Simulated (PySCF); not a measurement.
**Dipole response of Cr⁺ (chromium, charge +1)**

[Ar] 3d5, high-spin 6S determinant. Computed with PySCF 2.14 in aug-cc-pwCVTZ-DK, with scalar relativity by spin-free X2C-1e. Coupled (time-dependent) response in atomic units; α is the mean over directions.

```json
{"method": "TPSS", "mean α (bohr³)": "14.40", "C₆ (like pair)": "54.27", "S(−4)": "286.9"}
```

S(−4) is the Cauchy moment in α(ω) = α(0) + S(−4) ω² + …

α(iu) at TPSS:

```json
{"u (hartree)": "0", "α(iu) (bohr³)": "14.40"}
{"u (hartree)": "0.0500", "α(iu) (bohr³)": "13.73"}
{"u (hartree)": "0.100", "α(iu) (bohr³)": "12.20"}
{"u (hartree)": "0.200", "α(iu) (bohr³)": "9.149"}
{"u (hartree)": "0.300", "α(iu) (bohr³)": "7.193"}
{"u (hartree)": "0.500", "α(iu) (bohr³)": "5.084"}
{"u (hartree)": "0.750", "α(iu) (bohr³)": "3.681"}
{"u (hartree)": "1.00", "α(iu) (bohr³)": "2.828"}
{"u (hartree)": "1.50", "α(iu) (bohr³)": "1.857"}
{"u (hartree)": "2.00", "α(iu) (bohr³)": "1.327"}
{"u (hartree)": "3.00", "α(iu) (bohr³)": "0.7789"}
{"u (hartree)": "5.00", "α(iu) (bohr³)": "0.3645"}
```

A single London oscillator, α(iu) = α/(1 + u²/ω²), gives C₆ = (3/4) ω α². Matching the computed C₆ needs ω = 4 × 54.27 / (3 × 14.40²) = 0.349 hartree.

For an ion, C₆ is the dispersion term alone; charge-induced terms of lower order in 1/R come first.
